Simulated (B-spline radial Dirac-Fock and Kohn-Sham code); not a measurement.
## Relativistic shifts of the levels of Pt⁹⁺

System: the Pt⁹⁺ ion, configuration [Xe] 4f14 5d1.

Both columns are ΔSCF binding energies of the configuration average from a radial finite-basis atomic code: non-relativistic Hartree-Fock with a point nucleus, and Dirac-Fock with a finite nucleus and the Coulomb interaction alone, averaged over the two j levels with weights 2j+1.

```tsv
shell	Hartree-Fock (eV)	Dirac-Fock (eV)	shift (eV)	shift (%)
1s	71808.1	78972.9	+7164.75	+9.98
2s	12188.8	14106.4	+1917.59	+15.73
2p	11695.4	12339.0	+643.67	+5.50
3s	3001.2	3479.4	+478.19	+15.93
3p	2769.6	2949.7	+180.17	+6.51
3d	2342.0	2322.3	-19.72	-0.84
4s	776.8	896.4	+119.61	+15.40
4p	676.3	718.6	+42.25	+6.25
4d	492.4	486.4	-6.08	-1.23
4f	246.3	232.1	-14.18	-5.76
5s	236.0	259.9	+23.94	+10.14
5p	198.4	205.3	+6.91	+3.49
5d	144.5	142.5	-2.04	-1.41
```

Relativity binds 1s, 2s, 2p, 3s, 3p, 4s, 4p, 5s, 5p more strongly, among those listed most of all 3s in relative terms, and 3d, 4d, 4f, 5d more weakly, because the contracted s and p shells screen the nucleus better.

Values without a named source are computed, but for edge energies of neutral atoms, which are taken from tables.
